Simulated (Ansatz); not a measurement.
Basis-set extrapolation for `O[SiH](O)N[SiH](F)F` (PBE0-D4/def2-TZVP geometry, frozen core, Ansatz 0.2.0). Multiplicity 1, RHF reference.

```json
{"": "HF", "def2-TZVPP": "-984.377330", "def2-QZVPP": "-984.416737"}
{"": "MP2 correlation", "def2-TZVPP": "-1.418009", "def2-QZVPP": "-1.541394"}
{"": "CCSD(T) correlation", "def2-TZVPP": "-1.490568", "def2-QZVPP": "not run"}
```

Energies in hartree. Use E(X) = E(∞) + A·exp(−7.88·√X) for Hartree–Fock and E(X) = E(∞) + B·X^(−2.97) for correlation, with X = 3 and 4, and add CCSD(T) minus MP2 of the smaller set to the MP2 limit.

**Question.** What is the CCSD(T) energy at the basis-set limit?

**Answer.** HF limit: -984.416737 + (-0.039407) × 0.13774 = -984.42216. MP2 limit: -1.541394 + (-0.123385) × 0.74074 = -1.63279. Higher-order term: -1.490568 − (-1.418009) = -0.07256. Total: -986.12751 hartree, 681.6 kJ/mol below CCSD(T)/def2-TZVPP.
